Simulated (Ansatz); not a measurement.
A nudged elastic band was laid between two geometries of a periodic cell of 13 atoms, PPd12 (surface Pd(111), adsorbate P).

The calculation used Ansatz, DFT PBE, scalar-relativistic, plane waves, PAW. Settings: cutoff 420 eV, k mesh 4x4x1, gaussian smearing 0.15 eV, no spin polarisation.

* movable images: 5
* climbing image: yes
* spring: 2.0 to 10.0 eV/Å², energy-weighted
* optimiser: quadratic models (default)
* start path: straight line
* force threshold: 0.05 eV/Å
* iteration limit: 56
* end points: relaxed
* atoms held: 1 to 4

First end point:

```xyz
13
Lattice="5.5013 0.0000 0.0000 2.7506 4.7643 0.0000 0.0000 0.0000 16.4918" Properties=species:S:1:pos:R:3
Pd 1.375 0.794 1.000
Pd 4.126 0.794 1.000
Pd 2.751 3.176 1.000
Pd 5.501 3.176 1.000
Pd -0.002 1.587 3.331
Pd 2.751 1.586 3.333
Pd 1.374 3.971 3.333
Pd 4.125 3.970 3.309
Pd -0.027 0.014 5.680
Pd 2.773 0.013 5.688
Pd 1.374 2.381 5.609
Pd 4.124 2.352 5.680
P 4.118 3.966 7.216
```

Last end point:

Only the atoms that move by more than 0.05 Å are listed.
```
Pd11 1.375 2.411 5.688
Pd12 4.126 2.382 5.624
P13 4.126 5.558 7.224
```

What changes between the two ends?

Contacts lost: Pd12–P13. Contacts made: Pd11–P13. The atom that moves furthest is P13, by 1.59 Å.

Give the energies along the band, and the barrier.

The forces met the threshold. The highest image is number 3 of 0 to 6, 0.267 eV above the first end and 0.289 eV above the last; the last end lies 0.021 eV below the first. By the program's own check the climbing image is a first-order saddle point (lowest curvatures found: -1.54 and 0.15 eV/Å²). Limits of this set-up: coarse k mesh, thin slab, slab without dipole correction, odd electron count without spin.

```
image  path coordinate (Å)  energy (eV)  Pd12–P13 (Å)  Pd11–P13 (Å)
    0                 0.00        0.000          2.23          3.55
    1                 0.49        0.099          2.29          3.19
    2                 0.77        0.220          2.39          2.87
    3                 1.01        0.267          2.55          2.59
    4                 1.25        0.224          2.84          2.40
    5                 1.53        0.099          3.16          2.30
    6                 2.02       -0.021          3.56          2.23
```

What is the geometry of the highest image?


```xyz
13
Lattice="5.5013 0.0000 0.0000 2.7506 4.7643 0.0000 0.0000 0.0000 16.4918" Properties=species:S:1:pos:R:3
Pd 1.375 0.794 1.000
Pd 4.126 0.794 1.000
Pd 2.751 3.176 1.000
Pd 5.501 3.176 1.000
Pd -0.007 1.628 3.372
Pd 2.758 1.628 3.372
Pd 1.375 3.949 3.281
Pd 4.126 3.974 3.292
Pd -0.097 -0.005 5.531
Pd 2.847 -0.005 5.531
Pd 1.375 2.246 5.885
Pd 4.126 2.514 5.935
P 4.126 4.758 7.156
```

The band took 5 iterations and of the order of 29 core-minutes.

Run time: 8.1 min on 4 threads of Intel(R) Xeon(R) Platinum 8375C CPU @ 2.90GHz (Ice Lake), with other jobs on the host, peak memory 3.2 GiB.
